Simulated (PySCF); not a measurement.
# Tl(SH) relaxed at several levels

Computed with PySCF 2.14.0, def2-SVP on the ligands, density fitting, scalar-relativistic core potentials, no spin-orbit coupling, vacuum. Each row is relaxed at its own level from the same template. Distances are means of the shortest metal–ligand contacts, charges and spins Mulliken's; removal energies are rigid, with the ligand's formal charge and no counterpoise, so too large; for an anion taken off a cation in vacuum most of it is the attraction of opposite charges, and multiply charged cations can part far more cheaply with an electron moved from ligand to metal.

| level | basis on the metal | point group | M–SH (Å) | charge on M (e) | dipole (D) | HOMO–LUMO gap (eV) | removal of one SH (eV) | strongest infrared band, degenerate modes summed (cm⁻¹) | unstable modes (below −25 cm⁻¹) |
| --- | --- | --- | --- | --- | --- | --- | --- | --- | --- |
| BP86 | def2-SVP with ECP60 | Cs | 2.630 | 0.28 | 3.09 | 2.76 | 7.51 | 262 | 0 |

Problem. What does the calculation give for PBE, def2-SVP with ECP60?

Solution. point group: Cs, M–SH (Å): 2.628, charge on M (e): 0.28, dipole (D): 3.10, HOMO–LUMO gap (eV): 2.75, removal of one SH (eV): 7.56, strongest infrared band, degenerate modes summed (cm⁻¹): 262, unstable modes (below −25 cm⁻¹): 0.
```xyz
3

Tl    0.1003    0.0000   -0.1762
S    -0.0893    0.0000    2.4454
H     1.2726    0.0000    2.5415
```

One start shape was tried for each, so a minimum needn't be the lowest isomer.
